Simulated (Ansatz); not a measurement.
`[CH3][GaH][SiH3]` + `[AlH2][SeH]` → `[AlH2][Se][SiH3]` + `[CH3][GaH2]`  (cleavage of the Si–Ga bond)

Gas-phase electronic energies from Ansatz, PBE0-D4/def2-TZVP geometries. CCSD(T)/CBS adds triple-zeta CCSD(T) − MP2 to the extrapolated MP2 energy (def2 sets, frozen cores). DFT in def2-TZVPP. For Ga, Se outer-core shells are correlated without core-valence functions, which leaves a few kJ/mol of doubt a bond. Scalar relativity is left out up to krypton.

CCSD(T)/CBS gives -46.1 kJ/mol.

Question: Another level gave -37.3 kJ/mol. Which?
A. PBE/def2-TZVPP
B. r2SCAN-D4/def2-TZVPP
C. BLYP-D4/def2-TZVPP
D. BHLYP-D4/def2-TZVPP

Answer: C. BLYP-D4 -37.3, r2SCAN-D4 -43.2, PBE -33.3, BHLYP-D4 -48.1 kJ/mol.

Largest T1 diagnostic among the species: 0.012.

From r2SCAN to r2SCAN0 (25 % exact exchange), in def2-TZVPP and without D4, ΔE moves by −3.1 kJ/mol. The D4 term adds −3.9 kJ/mol with B3LYP and −1.8 kJ/mol with PBE0; it sums over pairs of atoms, weighted by their polarisabilities, and B3LYP, whose exchange is more repulsive, gets the larger term. Leaving LDA and LC-ωPBE aside and taking each functional with its dispersion term where it has one, the values, not all of them listed here, spread over 12.6 kJ/mol, from BHLYP-D4 to PBE-D4.

B3LYP here is the variant with VWN-RPA as its local correlation; programs differ in this.
